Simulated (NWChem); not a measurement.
System: C2H9AlN, doublet

Input file for NWChem:

```
start job
memory heap 200 mb stack 900 mb global 1100 mb
geometry units angstroms noautosym nocenter noautoz
  Al     0.197930     0.519917     0.000000
  C      0.759243    -0.362269    -1.696337
  H      0.242136     0.025677    -2.590889
  H      1.837725    -0.208565    -1.873506
  H      0.600202    -1.457246    -1.666117
  C      0.759243    -0.362269     1.696337
  H      0.242136     0.025677     2.590889
  H      0.600202    -1.457246     1.666117
  H      1.837725    -0.208565     1.873506
  N     -1.828970    -0.054256     0.000000
  H     -1.922595    -1.073540     0.000000
  H     -2.321731     0.296282     0.822499
  H     -2.321731     0.296282    -0.822499
end
basis spherical
  * library def2-tzvp
end
dft
  odft
  mult 2
  xc b3lyp
  iterations 150
  semidirect filesize 400000000
end
property
  hyperfine
end
task dft property
```

NWChem printed, in part:

```
             Northwest Computational Chemistry Package (NWChem) 7.3.0
             --------------------------------------------------------

                             Geometry "geometry" -> ""
                             -------------------------

 Output coordinates in angstroms (scale by  1.889725989 to convert to a.u.)

  No.       Tag          Charge          X              Y              Z
 ---- ---------------- ---------- -------------- -------------- --------------
    1 Al                  13.0000     0.19793000     0.51991700     0.00000000
    2 C                    6.0000     0.75924300    -0.36226900    -1.69633700
    3 H                    1.0000     0.24213600     0.02567700    -2.59088900
    4 H                    1.0000     1.83772500    -0.20856500    -1.87350600
    5 H                    1.0000     0.60020200    -1.45724600    -1.66611700
    6 C                    6.0000     0.75924300    -0.36226900     1.69633700
    7 H                    1.0000     0.24213600     0.02567700     2.59088900
    8 H                    1.0000     0.60020200    -1.45724600     1.66611700
    9 H                    1.0000     1.83772500    -0.20856500     1.87350600
   10 N                    7.0000    -1.82897000    -0.05425600     0.00000000
   11 H                    1.0000    -1.92259500    -1.07354000     0.00000000
   12 H                    1.0000    -2.32173100     0.29628200     0.82249900
   13 H                    1.0000    -2.32173100     0.29628200    -0.82249900

 Effective nuclear repulsion energy (a.u.)     158.9577832061

                              NWChem Property Module
                              ----------------------

  itol2e modified to match energy
  convergence criterion.

                                 NWChem DFT Module
                                 -----------------

 Summary of "ao basis" -> "ao basis" (spherical)
 ------------------------------------------------------------------------------
       Tag                 Description            Shells   Functions and Types
 ---------------- ------------------------------  ------  ---------------------
 Al                        def2-tzvp                13       37   5s5p2d1f
 C                         def2-tzvp                11       31   5s3p2d1f
 H                         def2-tzvp                 4        6   3s1p
 N                         def2-tzvp                11       31   5s3p2d1f

  itol2e modified to match energy
  convergence criterion.

            General Information
            -------------------
          SCF calculation type: DFT
          Wavefunction type:  spin polarized.
          No. of atoms     :    13
          No. of electrons :    41
           Alpha electrons :    21
            Beta electrons :    20
          Charge           :     0
          Spin multiplicity:     2
          Use of symmetry is: off; symmetry adaption is: off
          Maximum number of iterations: 150
          AO basis - number of functions:   184
                     number of shells:    82
          Convergence on energy requested:  1.00D-07
          Convergence on density requested:  1.00D-05
          Convergence on gradient requested:  5.00D-04

              XC Information
              --------------
                         B3LYP Method XC Potential
                     Hartree-Fock (Exact) Exchange  0.200
                        Slater Exchange Functional  0.800 local
                    Becke 1988 Exchange Functional  0.720 non-local
              Lee-Yang-Parr Correlation Functional  0.810
                  VWN I RPA Correlation Functional  0.190 local

             Grid Information
             ----------------
          Grid used for XC integration:  fine
          Radial quadrature: Mura-Knowles
          Angular quadrature: Lebedev.
          Tag              B.-S. Rad. Rad. Pts. Rad. Cut. Ang. Pts.
          ---              ---------- --------- --------- ---------
          Al                  1.25      123          10.0       770
          C                   0.70       70          12.0       590
          H                   0.35       60          13.0       590
          N                   0.65       70          12.0       590
          Grid pruning is: on
          Number of quadrature shells:   873
          Spatial weights used:  Erf1

      Superposition of Atomic Density Guess
      -------------------------------------

 Sum of atomic energies:        -376.02731490

      Non-variational initial energy
      ------------------------------

 Total energy =    -378.037895
 1-e energy   =    -830.623337
 2-e energy   =     293.627659
 HOMO         =      -0.089279
 LUMO         =       0.039264

------------------------------------------------------------
EAF file 0: "./job.aoints.0" size=523239424 bytes
------------------------------------------------------------
               write      read    awrite     aread      wait
               -----      ----    ------     -----      ----
     calls:      998         0         0         0         0
   data(b): 5.23e+08  0.00e+00  0.00e+00  0.00e+00
   time(s): 0.00e+00  0.00e+00  0.00e+00  0.00e+00  0.00e+00
rate(mb/s): 0.00e+00  0.00e+00
------------------------------------------------------------

[...]

          ----------------------
          Hyperfine Interactions
          ----------------------

 Total Spin Density (Fermi Contact Term)
 ------------------ --------------------
     Atom            x         y         z       Density (a.u.)      Aiso(MHz)     Aiso(Gauss)
     1  27-Al     0.37403   0.98250   0.00000       0.485454        565.857825     201.911802
     2  13-C      1.43476  -0.68459  -3.20561       0.061883         69.568071      24.823576
     3   1-H      0.45757   0.04852  -4.89607      -0.000358         -1.599944      -0.570899
     4   1-H      3.47280  -0.39413  -3.54041      -0.000713         -3.187599      -1.137413
     5   1-H      1.13422  -2.75380  -3.14850       0.005764         25.765340       9.193698
     6  13-C      1.43476  -0.68459   3.20561       0.061883         69.568060      24.823572
     7   1-H      0.45757   0.04852   4.89607      -0.000358         -1.599947      -0.570900
     8   1-H      1.13422  -2.75380   3.14850       0.005764         25.765341       9.193699
     9   1-H      3.47280  -0.39413   3.54041      -0.000713         -3.187605      -1.137415
    10  14-N     -3.45625  -0.10253   0.00000       0.081897         26.461359       9.442055
    11   1-H     -3.63318  -2.02870   0.00000       0.005061         22.621859       8.072028
    12   1-H     -4.38744   0.55989   1.55430      -0.000182         -0.814278      -0.290554
    13   1-H     -4.38744   0.55989  -1.55430      -0.000182         -0.814278      -0.290554

           -------------------------------------------
           Anisotropic Interaction (Spin-Dipolar Term)
           -------------------------------------------

 ------------------------------------------------------------
     Atom            x         y         z
 ------------------------------------------------------------
     1  27-Al     0.37403   0.98250   0.00000

   Spin-Dipolar term (a.u.)
        xx             yy             zz             xy             xz             yz
 ------------------------------------------------------------------------------------------
      -0.366079       0.749332      -0.383253      -0.107002      -0.000000      -0.000000

   Principal Comp. of -hf- tensor (au)            Anisotropic -hfcc- (MHz)               Anisotropic -hfcc- (Gauss)
 --------------------------------------------------------------------------------------------------------------------------
     -0.376251     0.759504    -0.383253     -52.350284   105.674761   -53.324477     -18.679851    37.707319   -19.027467

   Orientation of the principal axis of Hyperfine Tensor w.r.t absolute (molecular) frame
 --------------------------------------------------------------------------------------------------------------------------
      0.995512    -0.094637     0.000000
      0.094637     0.995512     0.000000
     -0.000000    -0.000000     1.000000

 ------------------------------------------------------------
     Atom            x         y         z
 ------------------------------------------------------------
     2  13-C      1.43476  -0.68459  -3.20561

   Spin-Dipolar term (a.u.)
        xx             yy             zz             xy             xz             yz
 ------------------------------------------------------------------------------------------
      -0.025189       0.004243       0.020947      -0.020178      -0.021094       0.046263

   Principal Comp. of -hf- tensor (au)            Anisotropic -hfcc- (MHz)               Anisotropic -hfcc- (Gauss)
 --------------------------------------------------------------------------------------------------------------------------
     -0.032452    -0.036196     0.068648      -4.354764    -4.857196     9.211961      -1.553886    -1.733165     3.287051

   Orientation of the principal axis of Hyperfine Tensor w.r.t absolute (molecular) frame
 --------------------------------------------------------------------------------------------------------------------------
      0.691084     0.659148    -0.296525
     -0.388442     0.684689     0.616696
      0.609521    -0.311006     0.729218

 ------------------------------------------------------------
     Atom            x         y         z
 ------------------------------------------------------------
     3   1-H      0.45757   0.04852  -4.89607

   Spin-Dipolar term (a.u.)
        xx             yy             zz             xy             xz             yz
 ------------------------------------------------------------------------------------------
      -0.006857      -0.003406       0.010263      -0.001046       0.001985       0.003527

   Principal Comp. of -hf- tensor (au)            Anisotropic -hfcc- (MHz)               Anisotropic -hfcc- (Gauss)
 --------------------------------------------------------------------------------------------------------------------------
     -0.007658    -0.003620     0.011277      -4.085722    -1.931197     6.016919      -1.457885    -0.689098     2.146983

   Orientation of the principal axis of Hyperfine Tensor w.r.t absolute (molecular) frame
 --------------------------------------------------------------------------------------------------------------------------
      0.913080    -0.397011     0.093104
      0.368903     0.901501     0.226288
     -0.173772    -0.172273     0.969601

 ------------------------------------------------------------
     Atom            x         y         z
 ------------------------------------------------------------
     4   1-H      3.47280  -0.39413  -3.54041

   Spin-Dipolar term (a.u.)
        xx             yy             zz             xy             xz             yz
 ------------------------------------------------------------------------------------------
       0.003678      -0.002482      -0.001196      -0.002711      -0.006895       0.004212

   Principal Comp. of -hf- tensor (au)            Anisotropic -hfcc- (MHz)               Anisotropic -hfcc- (Gauss)
 --------------------------------------------------------------------------------------------------------------------------
      0.010274    -0.003133    -0.007141       5.481947    -1.671653    -3.810294       1.956092    -0.596486    -1.359605

   Orientation of the principal axis of Hyperfine Tensor w.r.t absolute (molecular) frame
 --------------------------------------------------------------------------------------------------------------------------
      0.742049     0.553810     0.377699
     -0.347079     0.799450    -0.490322
     -0.573497     0.232752     0.785447

 ------------------------------------------------------------
     Atom            x         y         z
 ------------------------------------------------------------
     5   1-H      1.13422  -2.75380  -3.14850

   Spin-Dipolar term (a.u.)
        xx             yy             zz             xy             xz             yz
 ------------------------------------------------------------------------------------------
      -0.005257       0.006162      -0.000905       0.000168      -0.002200       0.003329

   Principal Comp. of -hf- tensor (au)            Anisotropic -hfcc- (MHz)               Anisotropic -hfcc- (Gauss)
 --------------------------------------------------------------------------------------------------------------------------
     -0.006361     0.007518    -0.001157      -3.394105     4.011445    -0.617340      -1.211099     1.431381    -0.220282

   Orientation of the principal axis of Hyperfine Tensor w.r.t absolute (molecular) frame
 --------------------------------------------------------------------------------------------------------------------------
      0.890219    -0.053091    -0.452429
     -0.128177     0.923864    -0.360618
      0.437128     0.379020     0.815636

 ------------------------------------------------------------
     Atom            x         y         z
 ------------------------------------------------------------
     6  13-C      1.43476  -0.68459   3.20561

   Spin-Dipolar term (a.u.)
        xx             yy             zz             xy             xz             yz
 ------------------------------------------------------------------------------------------
      -0.025189       0.004243       0.020947      -0.020178       0.021094      -0.046263

   Principal Comp. of -hf- tensor (au)            Anisotropic -hfcc- (MHz)               Anisotropic -hfcc- (Gauss)
 --------------------------------------------------------------------------------------------------------------------------
     -0.032452    -0.036196     0.068648      -4.354765    -4.857197     9.211962      -1.553886    -1.733166     3.287051

   Orientation of the principal axis of Hyperfine Tensor w.r.t absolute (molecular) frame
 --------------------------------------------------------------------------------------------------------------------------
      0.691085     0.659147     0.296525
     -0.388441     0.684689    -0.616696
     -0.609521     0.311006     0.729218

 ------------------------------------------------------------
     Atom            x         y         z
 ------------------------------------------------------------
     7   1-H      0.45757   0.04852   4.89607

   Spin-Dipolar term (a.u.)
        xx             yy             zz             xy             xz             yz
 ------------------------------------------------------------------------------------------
      -0.006857      -0.003406       0.010263      -0.001046      -0.001985      -0.003527

[...]
```

Level: B3LYP/def2-TZVP, spin-unrestricted, contact and dipolar terms. In the optimisation the excess spin sits in a' (Cs, its own frame). Structure relaxed at the PBE0/def2-SVP, spin-unrestricted level. Not confirmed as a minimum by frequencies. This spin state was assumed; another may lie lower. No stability test was run on the SCF state.
